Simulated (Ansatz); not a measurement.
Gas-phase electronic energies from Ansatz, PBE0-D4/def2-TZVP geometries. CCSD(T)/CBS adds triple-zeta CCSD(T) − MP2 to the extrapolated MP2 energy (def2 sets, frozen cores). This one scheme is used for every species. Functionals use def2-TZVPP. B3LYP here is the variant with VWN-RPA as its local correlation; programs differ in this. For Br, Ga outer-core shells are correlated without core-valence functions, which leaves a few kJ/mol of doubt a bond. Scalar relativity is left out up to krypton. One conformer a species, not always the lowest.

Consider the ligand exchange at a Ga–O bond: `[OH][Ga]([OH])[OH]` + HBr → `[OH][Ga]([OH])[Br]` + H₂O.

`[OH][Ga]([OH])[OH]`:

Z-matrix (Å, degrees):
```
Ga
O 1 1.774
O 1 1.774 2 120.0
O 1 1.774 2 120.0 3 -179.9
H 2 0.960 1 113.2 3 -0.0
H 3 0.960 1 113.2 2 -180.0
H 4 0.960 1 113.2 2 -0.0
```

HBr:

```xyz
2

Br   -0.443   -0.495   -0.251
H     0.443    0.495    0.251
```

`[OH][Ga]([OH])[Br]`:

Z-matrix (Å, degrees):
```
Ga
O 1 1.767
Br 1 2.265 2 119.2
O 1 1.773 2 119.0 3 180.0
H 2 0.961 1 112.4 3 -180.0
H 4 0.960 1 113.7 2 180.0
```

H₂O:

```xyz
3

O     0.164   -0.160   -0.315
H     0.528    0.527    0.248
H    -0.692   -0.367    0.067
```

```csv
level,ΔE (eV)
revPBE-D4,-0.74
B3LYP-D4,-0.73
LC-ωPBE,-0.70
RPA@PBE/def2-TZVPP,-0.64
MP2/def2-SVP,-0.62
MP2/def2-TZVPP,-0.72
SCS-MP2/def2-TZVPP,-0.68
CCSD/def2-TZVPP,-0.70
```

**Question.** What does CCSD(T)/CBS give? (Estimate.)

**Answer.** The calculation gave: -0.74 eV. The listed levels differ from it by 0.00, 0.01, 0.04, 0.10, 0.12, 0.02, 0.06, 0.04 eV.

**Question.** What do rigid-rotor, harmonic-oscillator terms from PBE0-D4/def2-TZVP frequencies (298.15 K, 1 bar) make of the CCSD(T)/CBS value? (An estimate is asked.)

**Answer.** Computed: ΔZPE = +0.08 eV, ΔH = -0.65 eV, ΔS = 15 J/(mol·K), ΔG = -0.70 eV.

Largest T1 diagnostic among the species: 0.014.

From BLYP to BHLYP (50 % exact exchange), in def2-TZVPP and without D4, ΔE moves by −0.09 eV. In def2-TZVPP, CCSD(T) changes the Hartree–Fock value by +0.10 eV (the triples alone add +0.00 eV) and MP2 by +0.08 eV. Leaving LDA and LC-ωPBE aside and taking each functional with its dispersion term where it has one, the values, not all of them listed here, spread over 0.12 eV, from HSE06-D4 to CAM-B3LYP-D4. LDA lies +0.04 eV from PBE without D4.
